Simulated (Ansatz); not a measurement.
Reaction (substitution at a C–Ga bond): `C#[C][Ga]([CH3])[C]#C` + `CC(O)F` → `C#COC(C)F` + `C#[C][GaH][CH3]`

Calculated with Ansatz (gas phase, PBE0-D4/def2-TZVP geometries, no zero-point term in ΔE). CBS: MP2 limit from def2 TZ/QZ plus the TZ coupled-cluster correction, frozen cores. Functionals use def2-TZVPP. For Ga outer-core shells are correlated without core-valence functions, which leaves a few kJ/mol of doubt a bond. Scalar relativity is left out up to krypton. Each species was taken in one conformer, which may not be the lowest.

`C#[C][Ga]([CH3])[C]#C`:

```xyz
11

C     2.563   -1.306    1.108
C     1.561   -0.791    0.671
Ga   -0.057   -0.009    0.008
C    -1.802   -0.650    0.596
C     0.142    1.421   -1.249
C     0.232    2.327   -2.045
H     3.452   -1.755    1.490
H    -1.900   -1.716    0.376
H    -1.893   -0.535    1.679
H    -2.616   -0.110    0.113
H     0.319    3.125   -2.746
```

`CC(O)F`:

Z-matrix (Å, degrees):
```
C
C 1 1.500
H 1 1.091 2 109.3
H 1 1.091 2 110.0 3 119.6
H 1 1.090 2 110.0 3 -120.1
O 2 1.377 1 109.2 3 -56.3
F 2 1.391 1 109.1 3 63.2
H 2 1.098 1 112.4 3 179.2
H 6 0.962 2 108.9 1 -174.9
```

`C#COC(C)F`:

```xyz
11

C    -2.414    0.432   -0.797
C    -1.593   -0.206   -0.199
O    -0.723   -0.899    0.460
C     0.630   -0.745    0.009
C     1.227    0.534    0.509
F     1.278   -1.812    0.529
H    -3.157    0.981   -1.321
H     0.632   -0.832   -1.082
H     2.258    0.618    0.165
H     1.206    0.545    1.600
H     0.656    1.382    0.127
```

`C#[C][GaH][CH3]`:

Cartesian coordinates in Å:
```
C -2.587 -0.729 0.514
C -1.386 -0.588 0.565
Ga 0.523 -0.351 0.629
C 1.345 0.734 -0.779
H -3.645 -0.855 0.472
H 1.289 -1.048 1.801
H 0.855 1.709 -0.830
H 2.414 0.880 -0.625
H 1.192 0.249 -1.747
```

| level | ΔE (kJ/mol) |
| --- | --- |
| PBE | 128.8 |
| CCSD(T)/def2-TZVPP | 154.2 |
| MP2/CBS(def2) | 160.6 |
| CCSD/CBS(def2) | 155.6 |

(1) What does CCSD(T)/CBS give? (An estimate is asked.)

Largest T1 diagnostic among the species: 0.013.

Results:

(1) The calculation gave: +155.5 kJ/mol. The listed levels differ from it by -26.7, -1.3, 5.1, 0.1 kJ/mol.

From PBE to PBE0 (25 % exact exchange), in def2-TZVPP and without D4, ΔE moves by +5.0 kJ/mol. In def2-TZVPP, CCSD(T) changes the Hartree–Fock value by +7.8 kJ/mol (the triples alone add −0.1 kJ/mol) and MP2 by +12.9 kJ/mol.
